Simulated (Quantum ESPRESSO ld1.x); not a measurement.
Problem. The mean radii <r> (bohr) of the occupied orbitals of an atom or ion are listed with their occupations. Method: Dirac Kohn-Sham, revPBE, spin-unpolarised, spherical densities, point nucleus; computed with ld1.x of Quantum ESPRESSO 7.5.

| orbital | occ. | <r> |
|---|---|---|
| 1s1/2 | 2 | 0.03428 |
| 2s1/2 | 2 | 0.1492 |
| 2p1/2 | 2 | 0.1270 |
| 2p3/2 | 4 | 0.1317 |
| 3s1/2 | 2 | 0.4130 |
| 3p1/2 | 2 | 0.4063 |
| 3p3/2 | 4 | 0.4166 |
| 3d3/2 | 4 | 0.3917 |
| 3d5/2 | 6 | 0.3950 |
| 4s1/2 | 2 | 0.9578 |
| 4p1/2 | 2 | 0.9987 |

Name the element and its charge. Open shells, if any, fill j = l - 1/2 first.

Solution. Z = 43, technetium, charge +11: Tc11+ in [Ar] 3d10 4s2 4p2. The 1s radius gives Z: for a bare nucleus <r> = (2 gamma + 1)/(2Z) with gamma = sqrt(1 - (Z/c)^2), 0.03371 bohr for Z = 43, and screening makes it slightly larger (0.03428 here). The occupations add up to 32, and the charge is Z minus that.
